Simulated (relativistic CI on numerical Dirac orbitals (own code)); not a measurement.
Quantum defects of the nd series of Zr IV

Problem. The nd 2D levels with J = 5/2 of Zr IV lie at 4d: 1250.7, 5d: 147002.5 cm⁻¹ (measured levels as listed in Rauch et al., Astron. Astrophys. 599, A142 (2017)), and the ionisation limit at 277602.8 cm⁻¹ (NIST ASD). Find the quantum defects and predict 6d.

Working.
1. The outer electron sees the charge z = 4; R = 109736.65 cm⁻¹ for this mass. The binding energy T = limit − E defines n* = z√(R/T).
2. Values: 4d: T = 276352.1, n* = 2.5206, δ = n − n* = 1.4794; 5d: T = 130600.3, n* = 3.6666, δ = n − n* = 1.3334.
3. With δ held at 1.3334: E(6d) = limit − Rz²/(6 − δ)² = 196977.7 cm⁻¹.
4. The Ritz form δ = δ₀ + a/n*² through the last two members has a = 1.7588 and δ₀ = 1.2026, so with n* ≈ 6 − 1.3334, δ(6) = 1.2833 and E = 198680.0 cm⁻¹.

Check. The measured level is 197930.4 cm⁻¹ (δ = 1.3056), so the two predictions miss by -952.7 and 749.6 cm⁻¹. A relativistic CI calculation tied to the same limit puts it at 199431 cm⁻¹. The defect is large because this electron penetrates the core.
